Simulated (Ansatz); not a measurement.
Dissociation curve of GeH, doublet.

Method: full CI/cc-pVDZ, cores with 3d frozen (Ansatz, a program for electronic structure).

Q: Relative to R = 1.60 Å, what are the energies at R = 1.35, 1.77, 4.29, 4.82 Å?

A: 63.2 kJ/mol at 1.35 Å, 13.0 kJ/mol at 1.77 Å, 258.6 kJ/mol at 4.29 Å, 259.6 kJ/mol at 4.82 Å.
